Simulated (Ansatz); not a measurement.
```yaml
crystal:
  periodic: [false, false, false]
  atoms:
    - {symbol: C, position_ang: [-0.063247, -2.158703, -0.261172]}
    - {symbol: C, position_ang: [0.098133, -0.573062, 0.369043]}
    - {symbol: h, position_ang: [0.870061, -0.503515, 1.300995]}
    - {symbol: C, position_ang: [-0.151569, 0.259074, -0.381102]}
    - {symbol: C, position_ang: [-0.010093, 1.813968, 0.528629]}
    - {symbol: F, position_ang: [-0.956523, 2.002180, 0.835114]}
    - {symbol: F, position_ang: [0.517536, 3.177801, -0.566087]}
    - {symbol: H, position_ang: [-1.121155, -1.995878, -0.952712]}
    - {symbol: H, position_ang: [-0.330292, -2.871005, 0.292339]}
    - {symbol: H, position_ang: [0.651890, -1.962015, -0.909655]}
    - {symbol: H, position_ang: [-0.972984, -0.613068, 1.100148]}
    - {symbol: H, position_ang: [1.174136, 0.469028, -1.317153]}
    - {symbol: H, position_ang: [-0.716321, 0.641194, -1.338698]}
    - {symbol: H, position_ang: [0.840683, 2.149788, 1.128253]}
basis:
  gaussian: {orbitals: "6-31++G**"}
hamiltonian: {xc: {name: revPBE}, dispersion: d3bj}
scf: {lower_state_search: light}
output: {forces: true}
```

```sh
$ ansatz run in.yaml --threads 4 --pin off --events-out ev --progress --plain --max-ram 11315MiB
```

**Question.** How does Ansatz answer? (An estimate is asked.)

**Answer.** Ansatz gave: The program refused the input.
```
Error: YAML parse error: error: line 6 column 16: `h` is not an element symbol (H … Og, case-exact)
 --> <input>:6:16
4 |     - {symbol: C, position_ang: [-0.063247, -2.158703, -0.261172]}
5 |     - {symbol: C, position_ang: [0.098133, -0.573062, 0.369043]}
6 |     - {symbol: h, position_ang: [0.870061, -0.503515, 1.300995]}
7 |     - {symbol: C, position_ang: [-0.151569, 0.259074, -0.381102]}
8 |     - {symbol: C, position_ang: [-0.010093, 1.813968, 0.528629]}
```
